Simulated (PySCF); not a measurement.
Several molecules and their computed UV-vis stick spectra, shuffled. Level of theory: TDDFT wB97X-D/def2-SVPD, vertical, gas phase, core orbitals frozen in the response (PySCF 2.14.0, density-fitted response routines). Geometries: PBE0-D3(BJ)/def2-SVP; one conformer of each isolated species. Triplets are in the Tamm–Dancoff approximation. Atoms past krypton carry core potentials; spin–orbit coupling is left out.

A. `CCCCC(C)=O`
B. `C/C=C(/C)COC`
C. `CC(C)(C)N([Se]Cl)[Se]Cl`
D. `[H][Sn]([H])([CH3])[NH]C`
E. `C[NH2+][BH2-]N`

Lowest singlet levels (six at most, fewer where fewer were computed) with oscillator strengths:

1. 224 nm (f 0.024); 200 nm (f 0.009); 196 nm (f 0.044); 178 nm (f 0.010); 168 nm (f 0.016); 164 nm (f 0.011); T1 5.09 eV
2. 181 nm (f 0.008); 178 nm (f 0.007); 177 nm (f 0.433); 164 nm (f 0.031); 160 nm (f 0.002); 155 nm (f 0.006); T1 4.33 eV
3. 208 nm (f 0.049); 183 nm (f 0.012); 172 nm (f 0.040); 165 nm (f 0.019); 161 nm (f 0.073); 154 nm (f 0.001); T1 5.76 eV
4. 432 nm (f 0.001); 400 nm (f 0.001); 301 nm (f 0.009); 275 nm (f 0.011); 267 nm (f 0.005); 248 nm (f 0.001); T1 2.23 eV
5. 274 nm (f 0.000); 172 nm (f 0.023); 150 nm (f 0.013); 149 nm (f 0.000); 148 nm (f 0.035); 146 nm (f 0.021); T1 3.99 eV

**Question.** Match each spectrum to its molecule.

**Answer.** 1 = D, 2 = B, 3 = E, 4 = C, 5 = A.
- A: S1 at 4.53 eV, HOMO→LUMO (97%); S1 has the pattern of n→π* at C=O; HOMO -9.16 and LUMO 1.46 eV; point group Cs, 2 of its 6 listed states under f = 0.0005.
- B: S1 at 6.86 eV, HOMO-1→LUMO (80%); Löwdin shares by element: HOMO carbon 80% or more (atoms not listed hold the other 20%); LUMO carbon 54% or more, oxygen 6% (atoms not listed hold the other 39%); HOMO -8.76 and LUMO 2.12 eV.
- C: S1 at 2.87 eV, HOMO→LUMO (85%), HOMO-1→LUMO+1 (12%); Löwdin shares by element: HOMO selenium 71%, chlorine 20%; LUMO selenium 52%, chlorine 40%; HOMO -8.33 and LUMO -0.75 eV.
- D: S1 at 5.52 eV, HOMO→LUMO+1 (52%), HOMO→LUMO+2 (27%), HOMO→LUMO (14%); Löwdin shares by element: HOMO nitrogen 61%, carbon 13% or more, tin 7%, hydrogen 6% or more; LUMO tin 59%, hydrogen 14% or more, carbon 8% or more (atoms not listed hold the other 20%); HOMO -8.18 and LUMO 1.83 eV.
- E: S1 at 5.96 eV, HOMO→LUMO (71%), HOMO→LUMO+1 (25%); Löwdin shares by element: HOMO nitrogen 62% or more, hydrogen 12% or more, boron 11%; LUMO boron 28%, hydrogen 22% or more, carbon 19% (atoms not listed hold the other 31%); HOMO -8.16 and LUMO 1.89 eV; point group Cs.
